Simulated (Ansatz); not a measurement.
Calculation: frozen-core CCSD(T)/cc-pVDZ // B3LYP-D3(BJ)/def2-SVP (Ansatz, a first-principles code). The restricted HF reference is unstable towards unrestricted orbitals.

Ansatz 0.2 input:
```yaml
crystal:
  periodic: [false, false, false]
  atoms:
    - { symbol: B, position_ang: [-3.370946, 0.515117, 0.474527] }
    - { symbol: C, position_ang: [-1.940841, 0.04604, 0.143338] }
    - { symbol: C, position_ang: [-0.842492, 0.836438, 0.486809] }
    - { symbol: C, position_ang: [0.490061, 0.453102, 0.20549] }
    - { symbol: C, position_ang: [1.618763, 1.24417, 0.547086] }
    - { symbol: C, position_ang: [2.877992, 0.787374, 0.232587] }
    - { symbol: C, position_ang: [2.998607, -0.465868, -0.426139] }
    - { symbol: N, position_ang: [1.981505, -1.229767, -0.7607] }
    - { symbol: C, position_ang: [0.727583, -0.797791, -0.459211] }
    - { symbol: C, position_ang: [-0.380724, -1.61204, -0.814433] }
    - { symbol: C, position_ang: [-1.652481, -1.189527, -0.516762] }
    - { symbol: F, position_ang: [-2.679147, -1.973562, -0.861274] }
    - { symbol: H, position_ang: [-4.338806, -0.139579, 0.191883] }
    - { symbol: H, position_ang: [-3.509682, 1.574742, 1.035012] }
    - { symbol: H, position_ang: [-1.018119, 1.789452, 0.993148] }
    - { symbol: H, position_ang: [1.470216, 2.201699, 1.053461] }
    - { symbol: H, position_ang: [3.77313, 1.362472, 0.476636] }
    - { symbol: H, position_ang: [3.997406, -0.840959, -0.682521] }
    - { symbol: H, position_ang: [-0.202023, -2.561515, -1.318939] }
basis:
  gaussian: { orbitals: cc-pVDZ }
correlation:
  method: ccsd_t
```

Output:

```
Functional definition: HF
1888 factors; integrals over basis functions are off by at most 9.8e-4 eV
mean field evaluation 1: about -14239.0579 eV, gradient 4.1e1 eV
mean field evaluation 2: about -14239.6389 eV, gradient 4.1e1 eV
mean field evaluation 4: about -14244.8653 eV, gradient 6.5e0 eV
mean field evaluation 8: about -14244.9878 eV, gradient 3.8e-1 eV
mean field evaluation 16: about -14239.0570 eV, gradient 4.1e1 eV
mean field -14244.98917123 eV, -523.4936964422 hartree, gradient 2.9e-6 eV, S^2 0.000000; 0 other end points of the search recorded, 0 dependent functions left out; unrestricted orbitals would lower it
12 core orbitals not correlated
reference -14244.98917123 eV, -523.4936964422 hartree; 29, 29 occupied and 162, 162 virtual orbitals, 1888 factors
second order -42.85387399 eV of doubles, -0.00000000 eV of singles
cycle   1  -42.71700121 eV  change    1.4e-1 eV  update   1.7e-1
cycle   2  -43.97329926 eV  change    -1.3e0 eV  update   5.6e-2
cycle   3  -44.27802057 eV  change   -3.0e-1 eV  update   2.7e-2
cycle   4  -44.27715473 eV  change    8.7e-4 eV  update   8.4e-3
cycle   5  -44.27480007 eV  change    2.4e-3 eV  update   4.9e-3
cycle   6  -44.27729406 eV  change   -2.5e-3 eV  update   1.7e-3
cycle   7  -44.27685507 eV  change    4.4e-4 eV  update   8.4e-4
cycle   8  -44.27653455 eV  change    3.2e-4 eV  update   3.5e-4
cycle   9  -44.27662162 eV  change   -8.7e-5 eV  update   1.4e-4
cycle  10  -44.27671669 eV  change   -9.5e-5 eV  update   6.8e-5
cycle  11  -44.27661047 eV  change    1.1e-4 eV  update   2.7e-5
cycle  12  -44.27663433 eV  change   -2.4e-5 eV  update   1.6e-5
perturbative correction -1.96656195 eV, -0.0722698186 hartree
Total energy: -14291.23236751 eV, -525.1931025606 hartree
```

Cost: roughly 15 core-minutes.
